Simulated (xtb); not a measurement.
AlCl4 (SMILES [Cl][Al-]([Cl])([Cl])[Cl]), charge -1, singlet, from a rough starting geometry (GFN-xTB shapes and energies of metal compounds can be far from the true ones); xtb with GFN2-xTB.

Here is a job for xtb.
```
$ xtb mol.xyz --gfn 2 --chrg -1 --opt vtight --json

# file mol.xyz
5

Cl    -1.67712976    -0.36523115    -1.25651161
Al    -0.02757173     0.00162983    -0.06763751
Cl    -0.00089253     1.94800709     0.55968609
Cl     1.77591932    -0.42729938    -1.04299571
Cl    -0.16137086    -1.22518406     1.77660465
```

Question: Predict the main parts of the log of this xtb run.

Answer: 
```
   ID    Z sym.   atoms
    1   17 Cl     1, 3-5
    2   13 Al     2

           -------------------------------------------------
          |                Calculation Setup                |
           -------------------------------------------------

           -------------------------------------------------
          |                 G F N 2 - x T B                 |
           -------------------------------------------------

          ...................................................
          :                      SETUP                      :
          :.................................................:
          :  # basis functions                  50          :
          :  # atomic orbitals                  45          :
          :  # shells                           15          :
          :  # electrons                        32          :
          :  max. iterations                   250          :
          :  Hamiltonian                  GFN2-xTB          :
          :  restarted?                      false          :
          :  GBSA solvation                  false          :
          :  PC potential                    false          :
          :  electronic temp.          300.0000000     K    :
          :  accuracy                    1.0000000          :
          :  -> integral cutoff          0.2500000E+02      :
          :  -> integral neglect         0.1000000E-07      :
          :  -> SCF convergence          0.1000000E-05 Eh   :
          :  -> wf. convergence          0.1000000E-03 e    :
          :  Broyden damping             0.4000000          :
          :  net charge                         -1          :
          :  unpaired electrons                  0          :
          ...................................................

 iter      E             dE          RMSdq      gap      omega  full diag
   1    -19.7516702 -0.197517E+02  0.837E+00    9.16       0.0  T
   2    -19.8240976 -0.724274E-01  0.472E+00    8.53       1.0  T
   3    -19.8408800 -0.167824E-01  0.150E+00    8.62       1.0  T
   4    -19.8415860 -0.706041E-03  0.892E-01    8.73       1.0  T
   5    -19.8412969  0.289113E-03  0.386E-01    8.63       1.0  T
   6    -19.8417574 -0.460523E-03  0.198E-01    8.75       1.0  T
   7    -19.8412572  0.500201E-03  0.365E-01    8.62       1.0  T
   8    -19.8418579 -0.600686E-03  0.367E-02    8.72       1.2  T
   9    -19.8418581 -0.247188E-06  0.188E-02    8.71       2.4  T
[...]
         :: total energy             -19.811657225835 Eh    ::
 * total energy  :   -19.8116572 Eh     change       -0.1563304E-08 Eh
 * total energy  :   -19.8146024 Eh     change       -0.2945173E-02 Eh
 * total energy  :   -19.8146428 Eh     change       -0.4043782E-04 Eh
 * total energy  :   -19.8149194 Eh     change       -0.2765675E-03 Eh
 * total energy  :   -19.8149199 Eh     change       -0.4597926E-06 Eh
 * total energy  :   -19.8149216 Eh     change       -0.1774994E-05 Eh
 * total energy  :   -19.8149212 Eh     change        0.4447752E-06 Eh
 * total energy  :   -19.8149219 Eh     change       -0.6607510E-06 Eh
 * total energy  :   -19.8149219 Eh     change        0.4965273E-10 Eh
   *** GEOMETRY OPTIMIZATION CONVERGED AFTER 9 ITERATIONS ***
         :: total energy             -19.814921856525 Eh    ::
[...]
       ...                                ...                  ...
        45                          1.1646553              31.6919
      -------------------------------------------------------------
                  HL-Gap            0.3336078 Eh            9.0779 eV
             Fermi-level           -0.1096078 Eh           -2.9826 eV

     #   Z          covCN         q      C6AA      α(0)
     1  17 Cl       0.769    -0.356   110.482    16.079
     2  13 Al       3.069     0.425    92.141    19.561
     3  17 Cl       0.769    -0.356   110.483    16.079
     4  17 Cl       0.769    -0.356   110.482    16.079
     5  17 Cl       0.769    -0.356   110.482    16.079

 Mol. C6AA /au·bohr⁶  :       2627.989995
 Mol. C8AA /au·bohr⁸  :     131160.149050
 Mol. α(0) /au        :         83.875231

Wiberg/Mayer (AO) data.
largest (>0.10) Wiberg bond orders for each atom

 ---------------------------------------------------------------------------
     #   Z sym  total        # sym  WBO       # sym  WBO       # sym  WBO
 ---------------------------------------------------------------------------
     1  17 Cl   1.138 --     2 Al   1.017
     2  13 Al   4.066 --     4 Cl   1.017     5 Cl   1.017     1 Cl   1.017
                             3 Cl   1.017
     3  17 Cl   1.138 --     2 Al   1.017
     4  17 Cl   1.138 --     2 Al   1.017
     5  17 Cl   1.138 --     2 Al   1.017
 ---------------------------------------------------------------------------

Topologies differ in total number of bonds
Writing topology from bond orders to xtbtopo.mol

molecular dipole:
                 x           y           z       tot (Debye)
 q only:        0.035       0.026       0.012
   full:        0.035       0.026       0.012       0.113
molecular quadrupole (traceless):
                xx          xy          yy          xz          yz          zz
 q only:       -0.002      -0.001       0.000      -0.000      -0.001       0.001
  q+dip:       -0.001      -0.001      -0.000      -0.001      -0.001       0.001
   full:       -0.001      -0.001       0.000      -0.000      -0.001       0.001

optimized geometry written to: xtbopt.xyz

           -------------------------------------------------
          | TOTAL ENERGY              -19.814921856525 Eh   |
          | GRADIENT NORM               0.000013855384 Eh/α |
          | HOMO-LUMO GAP               9.077929612694 eV   |
           -------------------------------------------------

normal termination of xtb
```
